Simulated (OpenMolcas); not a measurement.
## Ba: effect of the active space

```
Program             : OpenMolcas
Method              : MS-CASPT2, IPEA 0.25 Eh, imaginary shift 0.1 Eh
Basis               : ANO-RCC-VQZP
Scalar Hamiltonian  : DKH2, point nucleus
Spin-orbit coupling : RASSI with atomic mean-field integrals over the reference wave functions, term energies averaged over their components
```

A. 2 electrons in 8 orbitals (6s 6p 7s 7p); 2S+1 = 3 even, 1 root; 2S+1 = 1 even, 7 roots; 2S+1 = 3 odd, 3 roots; 2S+1 = 1 odd, 3 roots; closed shells correlated: 5s 5p; CASPT2 step of the order of 10 core-seconds
B. 2 electrons in 9 orbitals (5d 6s 6p); 2S+1 = 3 even, 18 roots; 2S+1 = 1 even, 21 roots; 2S+1 = 3 odd, 18 roots; 2S+1 = 1 odd, 18 roots; closed shells correlated: 5s 5p; CASPT2 step roughly 100 core-seconds

Energies in cm-1 above 6s2 1S0, the measured ground level; measured values from NIST Handbook of Basic Atomic Spectroscopic Data.

```json
{"Level": "6s2 1S0", "A": "0.0", "B": "0.0", "Measured": "0.0"}
{"Level": "6s 6p 3P* 0", "A": "12080", "B": "12150", "Measured": "12266"}
{"Level": "6s 6p 3P* 1", "A": "12360", "B": "12340", "Measured": "12637"}
{"Level": "6s 6p 3P* 2", "A": "12950", "B": "12750", "Measured": "13515"}
{"Level": "6s 6p 1P* 1", "A": "20500", "B": "17560", "Measured": "18060"}
```

Deviations, from unrounded energies. A percentage is the sum of absolute deviations over the sum of measured energies, with the sign that they share, or ± where signs differ.

```
           Against measurement  Levels     A     B
mean absolute deviation (cm-1)       4   870   420
      other configurations (%)       4  ±6.1  -3.0
```

B lies closest to measurement on these levels. The largest miss of B in the table is 6s 6p 3P* 2, by -760 cm-1. The ranking rests on the paired levels alone, and a cruder setting can come out closer through cancelling errors.

Between A and B the level of the table that moves most is 6s 6p 1P* 1, by 2900 cm-1 (lowest in B, highest in A). Moves below CASPT2's spread within the term are not significant.

Over all roots computed the reference weight is 0.88 to 0.94 in A, 0.88 to 0.93 in B; the roots of lowest weight are the least certain, and an intruder state may touch them. The run also gave levels led by 6s 7s, which use shells meant for correlation; these and all levels above them are left out (holds for A). Measured partners are found by configuration, term and J. A level has none where our copy of the source lacks it or the pairing is in doubt (some pairs that miss far off the trend of their configuration count as doubtful), and it then counts in no deviation. Levels of configurations outside the active space are missing. Levels that lie high or do not pair safely by name in every column are left out.

* marks odd parity.
